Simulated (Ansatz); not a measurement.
# Molecular dynamics of ClFH2HfO2

input.yaml

```yaml
crystal:
  periodic: [false, false, false]
  atoms:
    - { symbol: Hf, position_ang: [-0.224055, -0.16407, -0.031695] }
    - { symbol: Cl, position_ang: [-0.178512, 0.35145, 2.163829] }
    - { symbol: F, position_ang: [1.355133, 0.035282, -0.976275] }
    - { symbol: O, position_ang: [-0.813743, 1.694961, -0.946753] }
    - { symbol: H, position_ang: [0.052987, 1.755203, -1.365099] }
    - { symbol: O, position_ang: [-1.242832, -1.623786, -0.862507] }
    - { symbol: H, position_ang: [-2.14815, -1.999379, -0.609685] }
basis:
  gaussian: { orbitals: def2-SVP }
hamiltonian:
  xc: blyp
  dispersion: d4
md:
  timestep: 1.0
  n_steps: 250
  ensemble: nvt_nose_hoover
  temperature: 300.0
  initial_velocities: maxwell_boltzmann
  seed: 814002
```

Command:

```bash
$ ansatz run input.yaml --threads 2 --pin off --max-ram 3072MiB --backend cpu --events-out ev --progress --plain --runs-dir out
```

It goes on from the last frame of an earlier run, with new velocities.

Output, in part (step lines, the closing report, with atoms numbered from 0):

```
md step     0: t =     0.00 fs  T =   300.0 K  F+E_penalty+E_count = -20669.47240918 eV  E_kin = 0.193890 eV  conserved = -20669.27851918 eV  (30 SCF iters)
[... lines left out ...]
Total energy: -20670.60729978 eV, -759.6308072259 hartree
Atom 0 at    -0.242896    -0.095796    -0.093455 Å, force     0.706496     1.588982    -0.153050 eV/Å
Atom 1 at    -0.087992     0.252105     2.321037 Å, force    -0.147424    -0.192978    -0.601241 eV/Å
Atom 2 at     1.547609    -0.317920    -0.814571 Å, force    -0.448960     0.002240     0.215087 eV/Å
Atom 3 at    -0.991677     1.550441    -0.920915 Å, force     0.436904    -0.708527     0.211015 eV/Å
Atom 4 at    -0.851385     2.218362    -1.622944 Å, force    -0.100198    -0.263522     0.303856 eV/Å
Atom 5 at    -1.227053    -1.633468    -0.713140 Å, force    -0.573753    -0.319641     0.137221 eV/Å
Atom 6 at    -2.145010    -1.953433    -0.773446 Å, force     0.126935    -0.106554    -0.112888 eV/Å
Dipole moment:    -0.518084     0.022323    -0.443998 e Å
```

The steps, from the saved trajectory:

| time (fs) | T (K) | potential energy less start (eV) | conserved less start (meV/atom) |
| --- | --- | --- | --- |
| 0 | 300 | 0.000 | 0.00 |
| 8 | 811 | -0.321 | 1.29 |
| 16 | 1467 | -0.768 | 0.79 |
| 24 | 1199 | -0.662 | -0.49 |
| 32 | 1171 | -0.712 | -0.35 |
| 40 | 1193 | -0.823 | 0.43 |
| 48 | 789 | -0.660 | 0.90 |
| 56 | 562 | -0.583 | 0.72 |
| 64 | 866 | -0.843 | 0.07 |
| 72 | 1003 | -1.007 | -0.56 |
| 80 | 751 | -0.901 | -0.39 |
| 88 | 668 | -0.887 | 0.32 |
| 96 | 564 | -0.856 | 0.88 |
| 104 | 561 | -0.891 | 0.50 |
| 112 | 620 | -0.971 | -0.46 |
| 120 | 560 | -0.968 | -0.81 |
| 128 | 389 | -0.879 | -0.42 |
| 136 | 370 | -0.883 | 0.11 |
| 144 | 437 | -0.949 | 0.34 |
| 152 | 508 | -1.026 | 0.12 |
| 160 | 559 | -1.095 | -0.32 |
| 168 | 514 | -1.101 | -0.72 |
| 176 | 377 | -1.038 | -0.78 |
| 184 | 290 | -0.997 | -0.33 |
| 192 | 280 | -1.005 | 0.10 |
| 200 | 337 | -1.059 | -0.02 |
| 208 | 423 | -1.138 | -0.49 |
| 216 | 398 | -1.145 | -0.83 |
| 224 | 345 | -1.128 | -0.85 |
| 232 | 321 | -1.126 | -0.62 |
| 240 | 236 | -1.082 | -0.30 |
| 248 | 220 | -1.081 | -0.15 |

All steps were run. The conserved energy stayed within 1.6 meV per atom of its start (net change -0.82 meV per atom), so the integration is sound. The mean temperature of the second half is 26 % above the set value. A run of 0.25 ps of so small a system gives no equilibrium averages. The orbitals stay closed-shell, which can raise the energy where a bond breaks towards radicals; this wasn't checked here.

Parted: Hf1–H5 2.35 → 2.84 Å. Pairs count as bonded within 1.25 times the sum of covalent radii (0.12 Å more for H–H).

Last frame:

```xyz
7
Properties=species:S:1:pos:R:3
Hf -0.243 -0.096 -0.093
Cl -0.088 0.252 2.321
F 1.548 -0.318 -0.815
O -0.992 1.550 -0.921
H -0.851 2.218 -1.623
O -1.227 -1.633 -0.713
H -2.145 -1.953 -0.773
```

Time of the run: 7.3 min on 2 threads of Arm Neoverse V2, with other jobs on the host, peak memory 0.19 GiB.
